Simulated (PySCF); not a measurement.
## Working out the ionisation energy of Ni

Ni [Ar] 3d8 4s2 (3F) → Ni⁺ [Ar] 3d9 (2D). All numbers are calculated (PySCF 2.14, no relativity, point nucleus, in 6-31G*). Frozen: [Ar]. Energies in hartree (1 hartree = 27.21139 eV):

| part | Ni (lower) | Ni⁺ (upper) |
| --- | --- | --- |
| UHF | -1506.610379 | -1506.269974 |
| MP2 opposite-spin | -0.111877 | -0.125833 |
| MP2 same-spin | -0.057046 | -0.072194 |

Task: What does Hartree-Fock give?

Result: (-1506.269974) − (-1506.610379) = 0.340405 hartree = 9.263 eV.

Task: What do MP2 and SCS-MP2 (6/5 opposite-spin, 1/3 same-spin) give?

Result: The opposite-spin parts differ by -0.380 eV and the same-spin parts by -0.412 eV. MP2: 9.263 + (-0.380) + (-0.412) = 8.471 eV. SCS-MP2: 9.263 + 1.2 × (-0.380) + (-0.412)/3 = 8.670 eV.

Reference: 7.640 eV (measured; NIST Atomic Spectra Database, ionization energies), between the lowest levels; spin-orbit coupling is absent from the calculation.

The calculation is non-relativistic.

What remains against the reference includes basis incompleteness, the frozen core and correlation beyond second order.
